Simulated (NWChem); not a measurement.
System: SeCl, doublet; SMILES Cl[Se]

The following NWChem deck was run.

```
start job
memory heap 200 mb stack 900 mb global 1100 mb
geometry units angstroms noautosym nocenter noautoz
  Se     0.000000     0.000000    -0.690508
  Cl     0.000000     0.000000     1.394005
end
basis spherical
  * library aug-cc-pvdz
end
dft
  odft
  mult 2
  xc xpbe96 cpbe96
  iterations 150
end
tddft
  cis
  nroots 6
end
task tddft energy
```

Parts of the log:

```
             Northwest Computational Chemistry Package (NWChem) 7.3.0
             --------------------------------------------------------

                             Geometry "geometry" -> ""
                             -------------------------

 Output coordinates in angstroms (scale by  1.889725989 to convert to a.u.)

  No.       Tag          Charge          X              Y              Z
 ---- ---------------- ---------- -------------- -------------- --------------
    1 Se                  34.0000     0.00000000     0.00000000    -0.69050800
    2 Cl                  17.0000     0.00000000     0.00000000     1.39400500

 Effective nuclear repulsion energy (a.u.)     146.7318505194

  pbe96 is a nonlocal functional; adding pw91lda local functional.

                                 NWChem DFT Module
                                 -----------------

 Summary of "ao basis" -> "ao basis" (spherical)
 ------------------------------------------------------------------------------
       Tag                 Description            Shells   Functions and Types
 ---------------- ------------------------------  ------  ---------------------
 Se                       aug-cc-pvdz               14       36   6s5p3d
 Cl                       aug-cc-pvdz               11       27   5s4p2d

            General Information
            -------------------
          SCF calculation type: DFT
          Wavefunction type:  spin polarized.
          No. of atoms     :     2
          No. of electrons :    51
           Alpha electrons :    26
            Beta electrons :    25
          Charge           :     0
          Spin multiplicity:     2
          Use of symmetry is: off; symmetry adaption is: off
          Maximum number of iterations: 150
          AO basis - number of functions:    63
                     number of shells:    25
          Convergence on energy requested:  1.00D-06
          Convergence on density requested:  1.00D-05
          Convergence on gradient requested:  5.00D-04

              XC Information
              --------------
          PerdewBurkeErnzerhof Exchange Functional  1.000
            Perdew 1991 LDA Correlation Functional  1.000 local
           PerdewBurkeErnz. Correlation Functional  1.000 non-local

[...]

                                NWChem TDDFT Module
                                -------------------

            General Information
            -------------------
           No. of orbitals :     126
            Alpha orbitals :      63
             Beta orbitals :      63
        Alpha frozen cores :       0
         Beta frozen cores :       0
     Alpha frozen virtuals :       0
      Beta frozen virtuals :       0
         Spin multiplicity :       2
    Number of AO functions :      63
        Use of symmetry is : off
      Symmetry adaption is : off
         Schwarz screening :  0.10D-07

              XC Information
              --------------
   PerdewBurkeErnzerhof Exchange Functional   1.00
     Perdew 1991 LDA Correlation Functional   1.00 local
    PerdewBurkeErnz. Correlation Functional   1.00 non-local

             TDDFT Information
             -----------------
          Calculation type : Tamm-Dancoff TDDFT
         Wavefunction type : Unrestricted
          No. of electrons :      51
           Alpha electrons :      26
            Beta electrons :      25
              No. of roots :       6
          Max subspacesize :    5200
            Max iterations :     100
               Target root :       1
           Target symmetry : none
      Symmetry restriction : off
                 Algorithm : Optimal
        Davidson threshold :  0.10D-03

    6 smallest eigenvalue differences (eV)
--------------------------------------------------------
  No. Spin  Occ  Vir  Irrep   E(Occ)    E(Vir)   E(Diff)
--------------------------------------------------------
    1    2   25   26 a        -0.204    -0.201     0.061
    2    1   26   27 a        -0.213    -0.111     2.775
    3    2   25   27 a        -0.204    -0.101     2.779
    4    2   24   26 a        -0.335    -0.201     3.639
    5    1   25   27 a        -0.246    -0.111     3.657
    6    2   23   26 a        -0.338    -0.201     3.724
--------------------------------------------------------

  Entering Davidson iterations
  Unrestricted

  Iter   NTrls   NConv    DeltaV     DeltaE      Time
  ----  ------  ------  ---------  ---------  ---------
    1      6       0     0.15E+00   0.10+100       15.9
    2     12       0     0.28E-01   0.31E-01       15.4
    3     18       2     0.68E-02   0.10E-02       16.6
    4     22       4     0.16E-02   0.65E-04       16.7
    5     24       5     0.31E-03   0.29E-05       16.1
    6     25       6     0.50E-04   0.14E-06       16.3
  ----  ------  ------  ---------  ---------  ---------
  Convergence criterion met

  Ground state a       -2861.159616913034 a.u.
  <S2> =   0.7516

  ----------------------------------------------------------------------------
  Root   1         a              0.001984795 a.u.                0.0540 eV
  <S2> =   0.7528
  ----------------------------------------------------------------------------
     Transition Moments    X -0.00000   Y  0.00000   Z  0.00000
     Dipole Oscillator Strength                    0.0000000000
     Electric Quadrupole                           0.0000000000
     Magnetic Dipole                               0.0000000177
     Total Oscillator Strength                     0.0000000177

[...]
```

Level: PBE/aug-cc-pVDZ, spin-unrestricted, TDA. The state is orbitally degenerate and is run as one real component. All runs use the structure optimised with PBE0-D3(BJ)/def2-TZVP, spin-unrestricted. This spin state was assumed; another may lie lower. No stability test was run on the SCF state.
